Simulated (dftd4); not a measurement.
C$_{6}$H$_{13}$BO$_{2}$, charge -1, doublet, geometry from GFN2-xTB (a state made from the parent by changing its charge; the spin is typed, not shown lowest); D4 for b3lyp (dftd4 4.2.0).

The dftd4 input:
```
$ dftd4 mol.xyz --func b3lyp --charge -1 --json dftd4.json --noedisp --grad

# file mol.xyz
22

C     -1.77443156    -0.03191137     0.91494243
C     -0.75124689    -0.12720494    -0.24514073
C     -1.10616191    -1.36493490    -1.08690439
O     -0.82499265     1.01632732    -1.01685730
B      0.18583498     2.03053219    -0.44014834
O      0.96214703     1.20889894     0.59016274
C      0.71032703    -0.12882250     0.32503890
C      0.89589233    -0.97174480     1.59721700
C      1.70044373    -0.64955152    -0.74303435
H     -2.75186738     0.20851246     0.49704539
H     -1.47413877     0.77917351     1.57305794
H     -1.84481081    -0.96412466     1.47529917
H     -2.16538540    -1.33314379    -1.34204685
H     -0.53766293    -1.36976965    -2.01263706
H     -0.90548402    -2.28296741    -0.53323451
H      0.91172842     2.44031569    -1.35570131
H      0.36356144    -0.52470063     2.43214634
H      1.95485054    -1.00741509     1.85289181
H      0.53831834    -1.99069113     1.44346683
H      1.52045255    -0.10826009    -1.66767722
H      2.71640861    -0.43410250    -0.41136552
H      1.59868284    -1.72227788    -0.90965996
```

The log (banner, timings and long lists left out):

```
                    ____  _____ _____     ____  _  _
      -------------|  _ \|  ___|_   _|---|  _ \| || |------------
     |             | | | | |_    | | ___ | | | | || |_           |
     |             | |_| |  _|   | ||___|| |_| |__   _|          |
     |             |____/|_|     |_|     |____/   |_|            |
     |             ===================================           |
     |            E. Caldeweyher, S. Ehlert & S. Grimme          |
     |          Mulliken Center for Theoretical Chemistry        |
     |                    University of Bonn                     |
      -----------------------------------------------------------

Rational (Becke-Johnson) damping: b3lyp-D4-ATM
---------------------
  s6         1.0000
  s8         2.0293
  s9         1.0000
  a1         0.4087
  a2         4.5381
 alp        16.0000
--------------------

Dispersion energy:      -3.8609948246367E-02 Eh

Gradient norm:           3.1796001651697E-03 Eh/a0
--------------------------------------------------
     #    Z           dE/dx      dE/dy      dE/dz
--------------------------------------------------
     1    6 C    -1.028E-03  1.659E-05  5.596E-04
     2    6 C    -2.300E-04  3.722E-04 -1.419E-04
     3    6 C    -6.731E-04 -8.443E-04 -7.100E-04
     4    8 O    -1.837E-04  7.826E-04 -3.681E-04
     5    5 B     3.949E-04  4.529E-04 -5.538E-04
     6    8 O     3.262E-04  8.076E-04  6.145E-05
     7    6 C     2.630E-04  3.941E-04  5.579E-06
     8    6 C     5.474E-04 -5.790E-04  1.011E-03
     9    6 C     1.007E-03 -3.945E-04 -4.734E-04
    10    1 H    -2.672E-04  3.521E-05  9.024E-05
    11    1 H    -2.128E-04  8.109E-05  1.291E-04
    12    1 H    -2.671E-04 -3.045E-05  1.701E-04
    13    1 H    -1.666E-04 -1.428E-04 -1.618E-04
    14    1 H    -1.351E-04 -1.691E-04 -2.285E-04
    15    1 H    -1.832E-04 -2.591E-04 -1.714E-04
    16    1 H    -3.415E-04  6.746E-05  3.758E-04
    17    1 H     1.105E-04 -7.532E-05  2.771E-04
    18    1 H     1.473E-04 -9.227E-05  2.126E-04
    19    1 H     1.456E-04 -1.946E-04  2.658E-04
    20    1 H     2.181E-04 -2.256E-05 -1.329E-04
    21    1 H     2.735E-04 -6.206E-05 -8.055E-05
    22    1 H     2.544E-04 -1.436E-04 -1.362E-04
--------------------------------------------------

Virial:
--------------------------------------------------
      component           x          y          z
--------------------------------------------------
          x       1.774E-02 -5.260E-04  9.510E-04
          y      -5.260E-04  1.255E-02  1.075E-04
          z       9.510E-04  1.075E-04  1.234E-02
--------------------------------------------------

[Info] Dispersion results written to 'dftd4.txt'
[Info] JSON dump of results written to 'dftd4.json'
```
